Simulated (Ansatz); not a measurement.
PBE exchange is replaced step by step with exact exchange (0 % is PBE, 25 % PBE0; no dispersion term), basis def2-TZVP, Ansatz. System: PbF₂ (the lowest singlet isomer of a short search). The state is a singlet with charge 0. Geometry: PBE0-D4/def2-TZVP, each spin state at its own.

The relaxed quintet has other bonds than the singlet, so its gap is one between isomers.

Geometry of the singlet:

Cartesian coordinates in Å:
```
Pb -0.3600 0.7945 0.2469
F 0.3078 -0.7929 1.3360
F 0.0522 -0.0016 -1.5829
```

In the def2 sets Pb takes a core potential; there is no spin–orbit coupling. In the quintet geometry the species has come apart into loosely held pieces. The structure comes from a short search, and lower isomers may exist.

```json
{"exact exchange (%)": "0", "HOMO (eV)": "-7.57", "LUMO (eV)": "-3.44", "gap (eV)": "4.13", "triplet − singlet (kJ/mol)": "378.3", "quintet − singlet (kJ/mol)": "944.8"}
{"exact exchange (%)": "10", "HOMO (eV)": "-8.16", "LUMO (eV)": "-3.18", "gap (eV)": "4.97", "triplet − singlet (kJ/mol)": "381.5", "quintet − singlet (kJ/mol)": "935.8"}
{"exact exchange (%)": "15", "HOMO (eV)": "-8.44", "LUMO (eV)": "-3.05", "gap (eV)": "5.39", "triplet − singlet (kJ/mol)": "383.0", "quintet − singlet (kJ/mol)": "927.6"}
{"exact exchange (%)": "25", "HOMO (eV)": "-9.01", "LUMO (eV)": "-2.79", "gap (eV)": "6.23", "triplet − singlet (kJ/mol)": "385.9", "quintet − singlet (kJ/mol)": "909.8"}
{"exact exchange (%)": "35", "HOMO (eV)": "-9.58", "LUMO (eV)": "-2.52", "gap (eV)": "7.06", "triplet − singlet (kJ/mol)": "388.5", "quintet − singlet (kJ/mol)": "891.1"}
{"exact exchange (%)": "50", "HOMO (eV)": "-10.42", "LUMO (eV)": "-2.12", "gap (eV)": "8.30", "triplet − singlet (kJ/mol)": "392.0", "quintet − singlet (kJ/mol)": "862.6"}
```

Problem. Fit a straight line to the column «quintet − singlet (kJ/mol)» against the share of exact exchange and predict its value at 5 %.

Solution. With x = exact exchange (%) and y = quintet − singlet (kJ/mol): mean x = 22.5, mean y = 912; Σ(x − x̄)(y − ȳ) = -2778, Σ(x − x̄)² = 1638; slope b = -1.696, intercept a = ȳ − b·x̄ = 950.2. The residuals of the fitted rows reach 5.4. At x = 5 the line gives 950.2 + (-1.696 × 5) = 941.7; the run gave 942.7, 1.0 more than the line.
